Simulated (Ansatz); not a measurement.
`C[N]=[W](=[O])([F])[Cl]`, relaxed with RKS PBE0-D4/def2-TZVP in the Gaussian-basis code of Ansatz from a GFN2-xTB geometry. The force threshold is 0.005 eV/Å; the program also tests the step.

The species carries charge 0 and has multiplicity 1. W takes the def2 core potential.

Start:

```xyz
9

C    -0.463   -0.924   -1.301
N     0.047   -0.300   -0.131
W     0.461    0.899    1.121
O    -0.169    2.420    0.779
F     2.329    0.946    1.359
Cl   -0.391    0.221    3.027
H    -1.560   -0.924   -1.279
H    -0.136   -0.375   -2.191
H    -0.117   -1.961   -1.384
```

```
         step  energy (eV)  largest force (eV/Å)  largest move (Å)
            1  -21684.9409                 1.995             0.000
            2  -21685.1152                 0.269             0.136
            3  -21685.1205                 0.206             0.034
            4  -21685.1227                 0.131             0.026
            5  -21685.1236                 0.062             0.012
            6  -21685.1257                 0.094             0.053
            7  -21685.1268                 0.085             0.049
 8 (rejected)  -21685.1235                 0.403             0.196
            9  -21685.1302                 0.018             0.094
           10  -21685.1322                 0.117             0.083
           11  -21685.1339                 0.179             0.070
           12  -21685.1361                 0.170             0.062
           13  -21685.1396                 0.177             0.091
           14  -21685.1418                 0.163             0.061
           15  -21685.1440                 0.116             0.051
           16  -21685.1459                 0.083             0.057
           17  -21685.1465                 0.073             0.048
           18  -21685.1473                 0.025             0.020
19 (rejected)  -21685.1473                 0.062             0.015
           20  -21685.1474                 0.007             0.007
           21  -21685.1475                 0.014             0.025
           22  -21685.1475                 0.005             0.003
```

End:

```xyz
9

C    -0.477   -0.877   -1.240
N     0.066   -0.400   -0.020
W     0.525    0.817    1.129
O     0.160    2.322    0.431
F     2.363    0.670    1.414
Cl   -0.766    0.512    2.976
H    -1.345   -1.512   -1.035
H    -0.791   -0.051   -1.887
H     0.265   -1.481   -1.769
```

It took 90 s on 2 threads of an AMD EPYC 7R13 on a shared host and a share of an NVIDIA H100 80 GB, with 0.97 GiB of host memory at the peak.
